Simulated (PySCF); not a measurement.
Computed properties of GaFCl2, SMILES [F][Ga]([Cl])[Cl]

GaFCl2, SMILES [F][Ga]([Cl])[Cl]. Coordinates come from a PBE0-D3(BJ)/def2-SVP optimisation. Other conformers were not sampled. All values are computed for the isolated molecule unless a solvent is named; none is compared with measurement here.

**Structure.** The optimised structure has C2v symmetry. All 6 harmonic modes at PBE0-D3(BJ)/def2-SVP (PySCF) are real, so it is a minimum. With heavy atoms numbered as in [Ga:1]([F:2])([Cl:3])[Cl:4], the shortest bond between them is Ga1–F2 at 1.735 Å and the longest Ga1–Cl4 at 2.113 Å.

**Vibrations.** The strongest infrared lines (harmonic, unscaled, degenerate partners summed) lie at 486 cm⁻¹ (89 km/mol, Cl 56 %, Ga 44 %), 735 cm⁻¹ (71 km/mol, F 77 %, Ga 23 %), 159 cm⁻¹ (25 km/mol, Ga 53 %, F 26 %, Cl 21 %). The softest mode is at 124 cm⁻¹ and the zero-point energy is 3.0 kcal/mol.

**Electronic structure.** HF/def2-TZVPD (PySCF) places the frontier levels at -13.11 and 0.58 eV, a gap of 13.69 eV, and gives a dipole moment of 0.89 D and a mean polarisability of 47.5 bohr³.

**Excitations.** TDDFT-ωB97X/def2-SVPD (PySCF) has S1 at 6.59 eV (188 nm, f = 0.019, weak); the most intense of the 10 singlets computed lies at 8.27 eV (f = 0.30). T1 (TDA) is at 6.16 eV. No vertical singlet excitation falls in the visible range (under 3.1 eV).

**NMR.** GIAO shifts at PBE0/pcSseg-2 (PySCF) (non-relativistic, atoms alike by connectivity averaged): ¹⁹F at -145.2 ppm against CFCl3. Without spin–orbit terms, shifts of atoms bonded to Cl or Br come out too high.
